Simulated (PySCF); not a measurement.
## Bond curve of SnC

Set-up: basis Sn def2-SVPD with ECP28, C def2-SVPD; scalar-relativistic core potentials; PySCF 2.14. Energies in eV from Sn + C in their ground configurations at the same level. State: ³Π (triplet), unpaired electrons σ ↑, π ↑.

All columns are PBE0. A positive dipole means Sn(−)C(+).

```csv
R (Å),E (eV),μ (D),Mulliken charge on Sn (basis-dependent),HOMO (eV),LUMO (eV),Mayer bond order,⟨S²⟩
1.746,-2.095,-2.06,0.23,-6.26,-4.00,2.24,2.04
1.827,-2.687,-2.25,0.25,-6.02,-3.85,2.17,2.06
1.908,-2.999,-2.41,0.27,-5.80,-3.74,2.08,2.11
1.969,-3.102,-2.50,0.28,-5.66,-3.67,1.98,2.16
2.030,-3.125,-2.57,0.30,-5.54,-3.61,1.87,2.24
2.091,-3.091,-2.63,0.31,-5.45,-3.56,1.75,2.32
2.172,-2.987,-2.71,0.32,-5.37,-3.51,1.59,2.44
2.274,-2.796,-2.85,0.33,-5.32,-3.47,1.42,2.56
2.395,-2.521,-3.08,0.34,-5.31,-3.45,1.27,2.67
2.558,-2.127,-3.45,0.35,-5.36,-3.46,1.14,2.78
```

A fit through these points gives, at Re = 2.021 Å, μ = -2.56 D and dμ/dR = -0.994 D/Å; the reduced mass is 10.91 u.

Problem. How strong is the fundamental in the double-harmonic approximation, I = 42.26·(dμ/dR)²/μred km/mol?

Solution. I = 42.26·(-0.994)²/10.91 = 3.83 km/mol at PBE0.

⟨S²⟩ of the unrestricted solution departs from its pure value on part of the curve, where spin states mix. These are scalar-relativistic numbers at best; spin–orbit coupling would shift them, the dissociation energy most. The state is the lowest determinant that a PBE0 search found; another state may lie lower at other levels.
